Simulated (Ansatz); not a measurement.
Compare A (`OC([SiH3])[AsH2]`) with its isomer B (`O[SiH2]C[AsH2]`).

Calculated with Ansatz (gas phase, PBE0-D4/def2-TZVP geometries, no zero-point term in ΔE). CBS: MP2 limit from def2 TZ/QZ plus the TZ coupled-cluster correction, frozen cores. Functionals use def2-TZVPP. B3LYP here is the variant with VWN-RPA as its local correlation; programs differ in this. For As outer-core shells are correlated without core-valence functions, which leaves a few kJ/mol of doubt a bond. Scalar relativity is left out up to krypton. Each species was taken in one conformer, which may not be the lowest.

Q: Which is lower in electronic energy at CCSD(T)/CBS, and by how much? (Best estimate.)

A: The calculation gave: B, by 208.9 kJ/mol.

Q: Give E(B) − E(A) in kJ/mol with CCSD/def2-TZVPP, B3LYP, PBE-D4, HF/def2-TZVPP, PBE0-D4, r2SCAN-D4, B3LYP-D4. (An estimate is asked.)

A: The calculation gave: CCSD/def2-TZVPP -209.0, B3LYP -202.3, PBE-D4 -191.1, HF/def2-TZVPP -214.5, PBE0-D4 -199.5, r2SCAN-D4 -205.5, B3LYP-D4 -200.4. None reverses the order clearly.

Largest T1 diagnostic: 0.012.

From PBE to PBE0 (25 % exact exchange), in def2-TZVPP and without D4, E(B) − E(A) moves by −8.2 kJ/mol.
